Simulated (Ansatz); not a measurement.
A structure relaxed at PBE-D4/def2-SVP in Ansatz, charge 0, singlet:

Cartesian coordinates in Å:
```
Sn 4.616 -1.041 -2.729
Sn 4.757 -2.132 1.641
Sn 2.298 1.622 0.336
Sn 2.459 -4.715 -1.253
Sn -0.114 5.339 -1.157
Sn 2.102 2.830 -4.175
Sn -0.055 -1.024 -2.640
Sn -2.405 2.759 -4.054
Sn 0.033 4.164 3.535
Sn 2.376 0.557 4.887
Sn 0.084 -2.148 1.844
Sn -2.127 0.493 5.011
Sn -2.326 1.550 0.461
Sn -4.726 -1.184 -2.474
Sn -4.585 -2.281 1.896
Sn -2.380 -4.787 -1.131
Sn 2.200 3.763 -1.513
Sn 2.338 2.635 2.978
Sn 4.611 0.059 -0.131
Sn 2.273 -2.573 -3.081
Sn 2.415 -3.684 1.374
Sn 0.000 0.000 0.000
Sn -2.393 3.691 -1.391
Sn -0.134 1.135 -4.469
Sn -2.358 -2.639 -2.961
Sn -2.254 2.568 3.103
Sn 0.135 -1.108 4.477
Sn -2.216 -3.760 1.492
Sn -4.611 -0.086 0.123
H 5.995 -2.092 -2.885
H 4.758 0.191 -3.942
H 6.126 -3.114 1.205
H 4.989 -1.615 3.281
H 3.975 -5.532 -1.504
H 1.195 -5.878 -1.500
H -0.088 6.176 0.362
H -0.169 6.541 -2.415
H 3.572 2.025 -4.625
H 1.906 4.196 -5.235
H -2.312 4.131 -5.121
H -3.872 1.909 -4.426
H -0.018 5.615 2.585
H 0.069 4.640 5.209
H 3.857 -0.344 4.817
H 2.262 1.258 6.476
H -1.941 1.203 6.589
H -3.585 -0.448 5.026
H -4.976 0.044 -3.674
H -6.078 -2.276 -2.554
H -4.739 -1.765 3.546
H -5.949 -3.302 1.540
H -1.098 -5.911 -1.454
H -3.886 -5.644 -1.298
H 3.619 4.754 -1.295
H 3.758 3.631 3.172
H 6.018 1.071 0.076
H 2.225 -3.201 -4.709
H 2.453 -5.004 2.516
H -3.830 4.636 -1.097
H -0.169 0.489 -6.091
H -2.380 -3.261 -4.591
H -3.692 3.520 3.372
H 0.184 -2.441 5.602
H -2.154 -5.080 2.632
H -6.037 0.879 0.411
```

Question: Give its formula and point group.

Answer: Sn29H36, a nanocrystal cut from cubic tin. Point group Td (tolerance 0.1 Å).

Question: Summarise the bond lengths by kind (pairs closer than 1.2 times the sum of covalent radii, bridged metal pairs left out).

Answer: 40 × Sn–Sn 2.82 to 2.83 Å; 36 × H–Sn 1.74 to 1.75 Å.

In the def2 sets Sn takes a core potential; there is no spin–orbit coupling. Single mean-field runs in def2-SVP are fitted with def2-universal-jkfit.
